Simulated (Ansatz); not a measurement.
The cluster Ag2Cl2⁺ (the lowest doublet isomer of a short search) was relaxed with r2SCAN-D4 (def2-SVP) in Ansatz in these states: charge +1 doublet, charge +1 quartet. The geometries follow in no particular order.

In the def2 sets Ag takes a core potential; there is no spin–orbit coupling.

A:

```xyz
4

Ag    1.841    0.550   -0.910
Ag   -1.841   -0.549    0.910
Cl   -0.514    1.260   -0.279
Cl    0.514   -1.261    0.279
```

B:

```
atom   x (Å)   y (Å)   z (Å)
 Ag1  -1.230   0.991  -0.244
 Ag2   1.229  -0.991   0.246
 Cl3   1.165   1.431  -0.059
 Cl4  -1.165  -1.431   0.058
```

Question: Judge from the bond lengths which geometry belongs to which state (an estimate).

Answer: A is the charge +1 quartet (Ag1–Ag2 4.253 Å, Ag2–Cl3 2.540 Å, Ag1–Cl3 2.540 Å); B is the charge +1 doublet (Ag1–Ag2 3.196 Å, Ag2–Cl3 2.442 Å, Ag1–Cl3 2.442 Å).

At PBE0-D4/def2-TZVP a doublet lies 3.99 eV below the charge +1 quartet. These are the stationary points nearest to one start from a short search; other shapes may lie lower in each state.
